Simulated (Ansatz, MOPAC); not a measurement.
Spectroscopic constants of As$_{2}$, closed-shell singlet (the spin of the measured ground state). No spin–orbit coupling. As is treated without relativity.

The constants come from a fifth-degree fit in 1/R (seven points, main isotopes). Runs in def2 and cc sets follow the lowest solution found near the PBE0 minimum. The singlet is held restricted.

Correlated levels freeze the inner cores; with def2 sets outer-core shells near the valence are correlated too. CBS(a, b) extrapolates the correlation energy as X⁻³ and adds the Hartree–Fock energy of set b. The state that AM1 reach isn't checked.

Programs: Ansatz (a first-principles code); MOPAC for AM1 (differences of heats of formation). Each number belongs to the level named beside it.

**Question.** What bond length and harmonic frequency does AM1 give?

**Answer.** r_e = 2.000 Å, ω_e = 375 cm⁻¹.

**Question.** What bond length and harmonic frequency does CCSD(T)/def2-QZVPP give, and what D_e (from each atom's lowest state at the same level)?

**Answer.** r_e = 2.103 Å, ω_e = 441 cm⁻¹, D_e = 3.88 eV.

**Question.** What bond length and harmonic frequency does CCSD(T)/CBS(def2-TZVPP, def2-QZVPP) give, and what D_e (from each atom's lowest state at the same level)?

**Answer.** r_e = 2.092 Å, ω_e = 447 cm⁻¹, D_e = 4.04 eV.

Measured for the ground state: r_e 2.1026 Å, ω_e 429.55 cm-1, ω_e x_e 1.117 cm-1, B_e 0.10179 cm-1, α_e 0.000333 cm-1 [Huber and Herzberg (1979), NIST Chemistry WebBook]. D_0 3.96 ± 0.11 eV (a handbook's tabulated 298 K bond energy less 3RT/2; such tables hold older values) [Luo, bond dissociation energies, CRC Handbook].

Doubts at one or more of the structures used: a restricted determinant that unrestricted orbitals would lower (CCSD(T)/def2-QZVPP, CCSD(T)/CBS(def2-TZVPP, def2-QZVPP)).
